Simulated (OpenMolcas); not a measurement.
**Cr3+, Mo3+, W3+: d³ down the group**

| Quantity | Value |
| --- | --- |
| Program | OpenMolcas 26.06 |
| Method | CASSCF |
| Basis | ANO-RCC-VTZP |
| Scalar Hamiltonian | DKH2, point nucleus |
| Spin-orbit coupling | RASSI with atomic mean-field integrals over the reference wave functions, term energies averaged over their components |

Active space for each ion: 3 electrons in 10 orbitals (d d).

Computed levels in cm-1 above ⁴F_3/2:

```
                               Level   Cr3+   Mo3+    W3+
                              ⁴F_5/2    247    745   3392
                              ⁴F_7/2    585   1706   6766
                              ⁴F_9/2   1009   2824   9717
                              ⁴P_1/2  17399  13005  14677
                              ⁴P_3/2  17515  13111  13413
                              ²G_7/2  17571  14050  17719
                              ⁴P_5/2  17808  14210  19469
                              ²G_9/2  17935  14780  26898
                              ²H_9/2  23246  18650  18289
weight of ⁴F in the lowest level (%)    100     99     92
```

Mixed levels, with the weight of the term that names them: W3+ ⁴P_3/2 (56 %), W3+ ²G_9/2 (53 %), W3+ ²H_9/2 (55 %).

Measured, with the error of the calculation in %. Measured levels: Cr3+ from Sugar and Corliss, J. Phys. Chem. Ref. Data 6, 317 (1977); Mo3+ from Sugar and Musgrove, J. Phys. Chem. Ref. Data 17, 155 (1988); W3+ from the list in J. Phys. B 45, 035001 (2012).

| Level | Cr3+ | Mo3+ | W3+ |
| --- | --- | --- | --- |
| ⁴F_5/2 | 236 (+4.7) | 778 (-4.2) | 3537 (-4.1) |
| ⁴F_7/2 | 556 (+5.3) | 1760 (-3.1) | 6745 (+0.3) |
| ⁴F_9/2 | 946 (+6.7) | 2865 (-1.4) | 9256 (+5.0) |
| ⁴P_1/2 | 14059 (+23.8) | 10338 (+25.8) | 11773 (+24.7) |
| ⁴P_3/2 | 14177 (+23.5) | 10331 (+26.9) | 10221 (+31.2) |
| ²G_7/2 | 15052 (+16.7) | 11580 (+21.3) | 15261 (+16.1) |
| ⁴P_5/2 | 14471 (+23.1) | 11612 (+22.4) | 17190 (+13.3) |
| ²G_9/2 | 15402 (+16.4) | 12311 (+20.1) |  |
| ²H_9/2 | 21066 (+10.4) | 15995 (+16.6) | 16205 (+12.9) |

The fine-structure level ⁴F_9/2 changes by a factor of 9.63 from Cr3+ to W3+.

Without spin-orbit coupling ⁴P lies 17079, 12129, 11436 cm-1 above ⁴F in that order; the difference to the level ⁴P_1/2, of either sign, comes from spin-orbit coupling, which also lowers the zero.

Without dynamic correlation excited terms often stand tens of per cent too high (terms of higher spin than the ground term too low), and those without a measured partner can miss by more than the paired ones. Active for correlation alone: 4d; no level in the range computed is led by a configuration that fills it, so any true level of that kind is missing (holds for Cr3+). Active for correlation alone: 5d; no level in the range computed is led by a configuration that fills it, so any true level of that kind is missing (holds for Mo3+). Active for correlation alone: 6d; no level in the range computed is led by a configuration that fills it, so any true level of that kind is missing (holds for W3+). Measured partners are found by configuration, term and J. A level has none where our copy of the source lacks it or the pairing is in doubt (some pairs that miss far off the trend of their configuration count as doubtful), and it then counts in no deviation. Only configurations of the active space appear.
